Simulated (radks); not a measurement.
The numbers below are computed, except where a source is named.
All-electron atom: Bi29+ in [Kr] 4d10 4f8.

Code: a radial shooting solver on a logarithmic mesh with Libxc functionals. Model: Dirac Kohn-Sham, relativistic LDA (MacDonald-Vosko exchange, VWN5 correlation), spin-unpolarised, spherical densities, finite nucleus; open shells fill j = l - 1/2 first; Fermi nuclear charge, rms radius 5.5211 fm.

Energy parts (hartree):
total: -21112.2048
kinetic: 24612.6531
electron-nucleus: -51565.5594
Hartree: 6142.9929
exchange-correlation: -302.2914

Orbitals (lengths in bohr, moments of r in powers of bohr; r(90%) holds 90 % of the orbital's charge):
orbital  occ.  eigenvalue (hartree)      <r>  r(90%)
1s1/2       2             -3334.603  0.01587  0.0291
2s1/2       2             -627.8968  0.06606   0.104
2p1/2       2             -605.3443  0.05410  0.0906
2p3/2       4             -521.2879  0.06309   0.102
3s1/2       2             -177.7178   0.1713   0.252
3p1/2       2             -167.4286   0.1617   0.244
3p3/2       4             -148.4960   0.1779   0.266
3d3/2       4             -131.4921   0.1543   0.240
3d5/2       6             -127.4494   0.1592   0.246
4s1/2       2             -65.25879   0.3676   0.525
4p1/2       2             -60.73384   0.3662   0.529
4p3/2       4             -55.64525   0.3961   0.570
4d3/2       4             -48.23488   0.3915   0.576
4d5/2       6             -47.22742   0.4003   0.588
4f5/2       6             -37.70837   0.3822   0.583
4f7/2       2             -37.44428   0.3861   0.588

The highest occupied level is 4f7/2 at -1018.9 eV. The density falls to 0.001 e/bohr^3 at r = 1.20 bohr. Summed over all electrons, <r^2> = 5.082 bohr^2, which gives a Langevin (diamagnetic) susceptibility term of -4.02 x 10^-6 cm^3/mol.
